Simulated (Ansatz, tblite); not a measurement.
Forces on the cluster Ge3H5⁻ at its PBE-D4/def2-SVPD geometry. The state is a singlet with charge -1.

The xTB rows come from tblite. The restricted singlet is unstable towards broken spin symmetry in Hartree–Fock (as tested in another run); at PBE0-D4/def2-TZVPD this wasn't settled. The structure comes from a short search, and lower isomers may exist.

GFN2-xTB (tblite), largest force 1.31 eV/Å:

```xyz
8
positions Å, forces eV/Å
Ge   -1.836   -1.384   -0.114   -0.215   -0.086   -1.207
Ge    1.047    1.899   -0.784   -0.192   -0.065   -1.216
Ge    0.324   -0.300   -0.087   -0.278    0.493    1.180
H     1.322   -1.323   -0.792    0.214   -0.271   -0.404
H    -2.550   -0.701    1.139    0.288   -0.102    0.410
H     0.525    2.799    0.426    0.222   -0.177    0.429
H     2.581    1.777   -0.355   -0.011    0.113    0.403
H    -1.414   -2.766    0.567   -0.030    0.094    0.404
```

PBE0-D4/def2-TZVPD (Ansatz), largest force 0.35 eV/Å:

```
Ge 0.158 -0.004 0.308
Ge 0.077 -0.098 0.318
Ge -0.009 -0.042 -0.271
H -0.123 0.136 0.128
H 0.078 -0.081 -0.166
H 0.060 -0.103 -0.157
H -0.184 0.022 -0.063
H -0.057 0.170 -0.098
```
